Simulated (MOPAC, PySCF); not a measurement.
[W(OH)(NH2)5], neutral singlet in the gas phase. 

Cartesian coordinates (Å):
```xyz
18

W      0.0071    -0.1074     0.0281
O     -0.7369    -1.9348     0.0313
H     -0.8143    -2.3234    -0.8595
N      0.7675     1.7408    -0.0643
H      1.0385     2.2125    -0.9341
H      0.9412     2.3485     0.7449
N      1.8077    -0.9771     0.2429
H      1.9287    -1.9852     0.3915
H      2.7106    -0.4972     0.3239
N     -0.0789     0.1281     2.0228
H     -0.8647     0.5489     2.5301
H      0.6872    -0.0816     2.6717
N      0.1944    -0.1000    -1.9961
H     -0.4897     0.3083    -2.6420
H      1.0593    -0.3214    -2.5010
N     -1.8966     0.5296    -0.0942
H     -2.7035    -0.1010    -0.0295
H     -2.2121     1.5051    -0.1238
```
Charge 0, multiplicity 1.

All levels are single points at this geometry (PBE-D3(BJ)/def2-SVP); Pople sets use spherical d functions. Orbital energies aren't observables, and empty levels follow the basis.

M06-2X/6-31G* (LANL2DZ on W) in PySCF gives gap (eV) = 6.87.

Problem. Estimate the gap (eV) from each of these levels: B3LYP-D3(BJ)/def2-TZVP in PySCF; PBE-D3(BJ)/def2-TZVP in PySCF; TPSSh-D3(BJ)/def2-TZVP in PySCF; B3LYP/6-31G* (LANL2DZ on W) in PySCF; PBE/6-31G* (LANL2DZ on W) in PySCF; SVWN5/6-31G* (LANL2DZ on W) in PySCF; HF/6-31G* (LANL2DZ on W) in PySCF; PM6 in MOPAC.

Solution. 
```
level                                 gap (eV)
------------------------------------  --------
B3LYP-D3(BJ)/def2-TZVP in PySCF           4.54
PBE-D3(BJ)/def2-TZVP in PySCF             2.98
TPSSh-D3(BJ)/def2-TZVP in PySCF           3.88
B3LYP/6-31G* (LANL2DZ on W) in PySCF      4.32
PBE/6-31G* (LANL2DZ on W) in PySCF        2.84
SVWN5/6-31G* (LANL2DZ on W) in PySCF      2.87
HF/6-31G* (LANL2DZ on W) in PySCF        10.96
PM6 in MOPAC                              9.54
```
